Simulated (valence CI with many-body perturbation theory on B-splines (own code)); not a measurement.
**Tb¹⁶⁺: electric-dipole lines**

Level of theory: relativistic CI+MBPT: three valence electrons over a frozen Dirac-Fock core [Kr] 4d10, radial functions for each j: 7 s, 7 p, 7 d, 7 f, 4 g, 2 h, with the one-electron correlation potential Σ1, the two-electron term Σ2, the three-electron term Σ3, Breit, model QED; selected CI, second order for the rest, scaled by the run's own slope (own B-spline code, finite nucleus).

No measured levels were compared; by estimate terms of the open shell hold to a few per cent of their energy, and close levels can change places.

Lines 151 to 200 of 547 in falling wavelength, among levels below 865630 cm⁻¹, chosen from the strongest by gf and those to the six lowest levels. Wavelengths and rates use the calculated energies, so an error of 2000 cm⁻¹ moves a line at 30.30 nm by 0.61 % and its rate by three times that or more. Electric multipoles are in the length gauge, E1 and E2 with the static RPA response of the core. Weak lines are less certain than strong ones. Lines between different terms over intervals too small for the method are left out, as are lines whose strength nearly cancels. Where a level lies close to another of its J and parity, the split of strength between their lines is uncertain. The highest levels of a list are the least certain.

Names give the largest LS component (configuration and term), which can be under half, so a name can repeat, a term be missing and a line seem to break the LS rules; names also repeat where a configuration has a term twice. Letters in brackets count levels of one name in rising energy.

| λ vac (nm) | Upper | Lower | A (s⁻¹) | S (a.u.) with core polarisation | S without |
| --- | --- | --- | --- | --- | --- |
| 30.30 | 4f5p² ²G°_7/2 | 4f5s5p ⁴G_5/2 | 6.14e+09 | 6.75e-01 | 8.77e-01 |
| 30.29 | 4f5p² ²H°_11/2 | 4f5s5p ⁴F_9/2 | 1.14e+10 | 1.88e+00 | 2.44e+00 |
| 30.15 | 4f5s5p ²G_7/2 [b] | 4f5s² ²F°_7/2 | 1.54e+10 | 1.67e+00 | 2.17e+00 |
| 30.13 | 4f5p² ²F°_5/2 [b] | 4f5s5p ²G_7/2 [a] | 1.16e+10 | 9.40e-01 | 1.22e+00 |
| 30.06 | 4f5p² ⁴F°_9/2 | 4f5s5p ²F_7/2 [a] | 1.05e+10 | 1.41e+00 | 1.83e+00 |
| 29.94 | 4f5p² ²D°_3/2 [b] | 4f5s5p ²F_5/2 [a] | 1.06e+10 | 5.59e-01 | 7.26e-01 |
| 29.81 | 4f5p² ⁴D°_5/2 | 4f5s5p ⁴G_7/2 | 5.44e+09 | 4.26e-01 | 5.54e-01 |
| 29.71 | 4f5s5p ²F_7/2 [c] | 4f5s² ²F°_5/2 | 1.68e+10 | 1.74e+00 | 2.26e+00 |
| 29.65 | 4f5p² ⁴F°_9/2 | 4f5s5p ⁴G_7/2 | 5.77e+09 | 7.42e-01 | 9.63e-01 |
| 29.65 | 4f5p² ⁴D°_1/2 | 4f5s5p ⁴F_3/2 | 1.42e+10 | 3.65e-01 | 4.75e-01 |
| 29.64 | 4f5p² ⁴F°_3/2 | 4f5s5p ⁴G_5/2 | 1.64e+10 | 8.43e-01 | 1.10e+00 |
| 29.57 | 4f5s5p ²G_9/2 [b] | 4f5s² ²F°_7/2 | 3.56e+10 | 4.55e+00 | 5.90e+00 |
| 29.27 | 4f5s5p ²G_7/2 [b] | 4f5s² ²F°_5/2 | 1.86e+10 | 1.84e+00 | 2.38e+00 |
| 29.10 | 4f5s5p ²D_5/2 | 4f5s² ²F°_7/2 | 3.60e+10 | 2.62e+00 | 3.40e+00 |
| 29.09 | 4f5s5p ²D_3/2 [b] | 4f5s² ²F°_5/2 | 3.68e+10 | 1.79e+00 | 2.32e+00 |
| 28.25 | 4f²5d ²K_15/2 | 4f²5p ²K°_15/2 | 2.74e+09 | 4.87e-01 | 6.04e-01 |
| 27.97 | 4f²5d ⁴K_11/2 | 4f²5p ²I°_11/2 [b] | 2.84e+09 | 3.68e-01 | 4.55e-01 |
| 27.92 | 4f²5d ²H_11/2 [c] | 4f²5p ²H°_9/2 [b] | 3.96e+09 | 5.10e-01 | 6.28e-01 |
| 27.69 | 4f²5d ⁴K_13/2 | 4f²5p ²I°_13/2 [a] | 2.45e+09 | 3.60e-01 | 4.45e-01 |
| 26.90 | 4f²5d ⁴H_9/2 [c] | 4f²5p ⁴F°_9/2 | 3.47e+09 | 3.34e-01 | 4.13e-01 |
| 26.75 | 4f²5d ⁴H_11/2 [c] | 4f²5p ⁴G°_11/2 [b] | 4.65e+09 | 5.27e-01 | 6.51e-01 |
| 26.72 | 4f²5d ⁴K_13/2 | 4f²5p ⁴I°_13/2 | 4.03e+09 | 5.32e-01 | 6.58e-01 |
| 26.65 | 4f²5d ⁴K_15/2 | 4f²5p ⁴I°_15/2 | 1.09e+10 | 1.63e+00 | 2.02e+00 |
| 26.62 | 4f²5d ⁴H_11/2 [d] | 4f²5p ²H°_11/2 [b] | 5.09e+09 | 5.69e-01 | 7.03e-01 |
| 26.61 | 4f²5d ⁴H_9/2 [c] | 4f²5p ⁴F°_7/2 | 5.68e+09 | 5.28e-01 | 6.52e-01 |
| 26.59 | 4f²5d ⁴H_11/2 [c] | 4f²5p ⁴G°_9/2 [b] | 2.97e+09 | 3.31e-01 | 4.09e-01 |
| 26.46 | 4f²5d ²F_7/2 [c] | 4f²5p ²G°_9/2 [c] | 9.97e+09 | 7.29e-01 | 8.97e-01 |
| 26.43 | 4f²5d ²H_9/2 [b] | 4f²5p ²G°_9/2 [c] | 3.98e+09 | 3.62e-01 | 4.46e-01 |
| 26.38 | 4f²5d ⁴G_11/2 | 4f²5p ⁴G°_9/2 [b] | 7.72e+09 | 8.40e-01 | 1.04e+00 |
| 26.35 | 4f²5d ⁴G_11/2 | 4f²5p ²I°_13/2 [a] | 3.57e+09 | 3.87e-01 | 4.78e-01 |
| 26.34 | 4f²5d ⁴H_13/2 [b] | 4f²5p ²I°_13/2 [a] | 9.10e+09 | 1.15e+00 | 1.42e+00 |
| 26.29 | 4f²5d ²H_11/2 [b] | 4f²5p ²G°_9/2 [c] | 1.15e+10 | 1.24e+00 | 1.52e+00 |
| 26.29 | 4f²5d ²F_5/2 [a] | 4f²5p ²F°_5/2 [b] | 6.22e+09 | 3.35e-01 | 4.13e-01 |
| 26.28 | 4f²5d ⁴G_9/2 [a] | 4f²5p ⁴G°_7/2 [b] | 8.17e+09 | 7.32e-01 | 9.04e-01 |
| 26.27 | 4f²5d ⁴K_13/2 | 4f²5p ⁴H°_11/2 | 4.47e+09 | 5.60e-01 | 6.92e-01 |
| 26.25 | 4f²5d ⁴F_5/2 [b] | 4f²5p ²F°_5/2 [c] | 6.89e+09 | 3.69e-01 | 4.55e-01 |
| 26.25 | 4f²5d ²H_9/2 [b] | 4f²5p ²F°_7/2 [c] | 3.90e+09 | 3.48e-01 | 4.28e-01 |
| 26.24 | 4f²5d ⁴G_11/2 | 4f²5p ⁴F°_9/2 | 5.88e+09 | 6.30e-01 | 7.78e-01 |
| 26.24 | 4f²5d ²D_3/2 | 4f²5p ²F°_5/2 [c] | 9.11e+09 | 3.25e-01 | 4.01e-01 |
| 26.22 | 4f²5d ⁴G_7/2 [b] | 4f²5p ⁴G°_7/2 [b] | 4.54e+09 | 3.23e-01 | 4.00e-01 |
| 26.22 | 4f²5d ⁴I_15/2 | 4f²5p ⁴I°_15/2 | 7.15e+09 | 1.02e+00 | 1.26e+00 |
| 26.19 | 4f²5d ²F_5/2 [c] | 4f²5p ²F°_7/2 [c] | 7.92e+09 | 4.21e-01 | 5.20e-01 |
| 26.14 | 4f²5d ²G_7/2 [b] | 4f²5p ²F°_5/2 [c] | 6.63e+09 | 4.68e-01 | 5.76e-01 |
| 26.13 | 4f²5d ²D_5/2 [b] | 4f²5p ²G°_7/2 [b] | 6.93e+09 | 3.66e-01 | 4.51e-01 |
| 26.10 | 4f²5d ²H_9/2 [a] | 4f²5p ⁴H°_7/2 [b] | 6.04e+09 | 5.30e-01 | 6.55e-01 |
| 26.08 | 4f²5d ²G_9/2 [d] | 4f²5p ²G°_9/2 [c] | 9.79e+09 | 8.58e-01 | 1.06e+00 |
| 26.08 | 4f²5d ⁴H_11/2 [d] | 4f²5p ⁴G°_9/2 [b] | 6.52e+09 | 6.85e-01 | 8.46e-01 |
| 26.08 | 4f²5d ⁴H_11/2 [c] | 4f²5p ²I°_11/2 [b] | 4.48e+09 | 4.70e-01 | 5.81e-01 |
| 26.08 | 4f²5d ⁴K_15/2 | 4f²5p ⁴I°_13/2 | 3.33e+09 | 4.67e-01 | 5.76e-01 |
| 26.04 | 4f²5d ²G_9/2 [b] | 4f²5p ²G°_7/2 [b] | 5.06e+09 | 4.41e-01 | 5.44e-01 |
